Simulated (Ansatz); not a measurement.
Reactions of C$_{2}$H$_{10}$BNSi, SMILES `CB(N)C[SiH3]`.

Program: Ansatz. Geometries: PBE0-D4/def2-TZVP. ΔE: electronic, gas phase. CBS: MP2 limit from def2 TZ/QZ plus the TZ coupled-cluster correction, frozen cores. This one scheme is used for every species. Functionals use def2-TZVPP. Triplets are unrestricted, without spin–orbit coupling. One conformer a species, not always the lowest.

```csv
reaction,ωB97M-V (kJ/mol),PBE0-D4 (kJ/mol),CCSD(T)/CBS(def2) (kJ/mol)
`CB(N)C[SiH3]` + `O[SiH2]N[SiH3]` → `[SiH3]N[SiH2]O[SiH3]` + `CB(C)N`,-96,-90,-98
`CB(N)C[SiH3]` + H₂ → `CBN` + `C[SiH3]`,-12,-10,-10
`CB(N)C[SiH3]` → `CBN[SiH2]C`,-34,-28,-35
`CB(N)C[SiH3]` + CH₃NH₂ → `CNB(C)N` + `C[SiH3]`,-81,-79,-80
`CB(N)C[SiH3]` → `CCBN[SiH3]`,25,30,21
`CB(N)C[SiH3]` → `BN(C)[SiH2]C`,46,52,42
`CB(N)C[SiH3]` → `BN[SiH](C)C`,-37,-29,-39
`CB(N)C[SiH3]` + H₂S → `CB(N)S` + `C[SiH3]`,-53,-56,-53
`CB(N)C[SiH3]` + HCl → `CB(N)CCl` + SiH₄,72,73,73
`CB(N)C[SiH3]` → `[CH2]` (triplet) + `CB(N)[SiH3]`,508,495,503
```

Largest T1 diagnostic: 0.013, for `CB(N)[SiH3]`.
